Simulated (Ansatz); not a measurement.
Molecule: LaCl2, charge 1, multiplicity 1. 
Structure (B3LYP-D3(BJ)/def2-TZVP (Ansatz, a first-principles code) minimum search):
```
La
Cl 1 2.5176
Cl 1 2.5176 2 107.81
```
Charge +1, spin multiplicity 1.

Property: vertical ionisation energy (to the doublet state of charge +2; each state is the SCF solution reached for its spin; the UHF <S^2> is 0.87 for the doublet (pure: 0.75); for the doublet the Hartree-Fock reference is unstable and T1 is 0.029), in eV. Valence correlation only, unless marked. Open shells are spin-unrestricted. No spin-orbit coupling. The frozen core is the preceding noble-gas configuration, with the filled d and f shells of earlier blocks. In def2 rows, elements after Kr have scalar-relativistic effective core potentials. CBS marks a two-point X^-3 extrapolation of the correlation energy; Hartree-Fock from the larger set. The program attaches cautions to a run behind CCSD/def2-SVPD: other roots. The program attaches cautions to a run behind CCSD(T)/def2-SVPD: other roots.

```json
[
 {"level": "HF/def2-QZVPPD", "program": "Ansatz", "vertical ionisation energy (eV)": "14.70"},
 {"level": "RI-HF/def2-TZVPPD", "program": "Ansatz", "vertical ionisation energy (eV)": "14.71"},
 {"level": "SVWN5/def2-TZVPD", "program": "Ansatz", "vertical ionisation energy (eV)": "15.38"},
 {"level": "PBE/def2-TZVPD", "program": "Ansatz", "vertical ionisation energy (eV)": "15.15"},
 {"level": "r2SCAN/def2-TZVPD", "program": "Ansatz", "vertical ionisation energy (eV)": "15.29"},
 {"level": "B3LYP/def2-TZVPD", "program": "Ansatz", "vertical ionisation energy (eV)": "15.38"},
 {"level": "PBE0/def2-TZVPD", "program": "Ansatz", "vertical ionisation energy (eV)": "15.45"},
 {"level": "BHLYP/def2-TZVPD", "program": "Ansatz", "vertical ionisation energy (eV)": "15.56"},
 {"level": "CAM-B3LYP/def2-TZVPD", "program": "Ansatz", "vertical ionisation energy (eV)": "15.65"},
 {"level": "wB97M-V/def2-TZVPD", "program": "Ansatz", "vertical ionisation energy (eV)": "15.76"},
 {"level": "wB97X-V/def2-TZVPD", "program": "Ansatz", "vertical ionisation energy (eV)": "15.80"},
 {"level": "B2PLYP/def2-TZVPD", "program": "Ansatz", "vertical ionisation energy (eV)": "15.50"},
 {"level": "RI-MP2/def2-TZVPPD", "program": "Ansatz", "vertical ionisation energy (eV)": "15.88"},
 {"level": "RI-MP2/def2-QZVPPD", "program": "Ansatz", "vertical ionisation energy (eV)": "15.98"},
 {"level": "RI-MP2/CBS(def2-TZVPPD,def2-QZVPPD)", "program": "Ansatz", "vertical ionisation energy (eV)": "16.06"},
 {"level": "CCSD/def2-SVPD", "program": "Ansatz", "vertical ionisation energy (eV)": "15.58"},
 {"level": "CCSD(T)/def2-SVPD", "program": "Ansatz", "vertical ionisation energy (eV)": "15.53"}
]
```
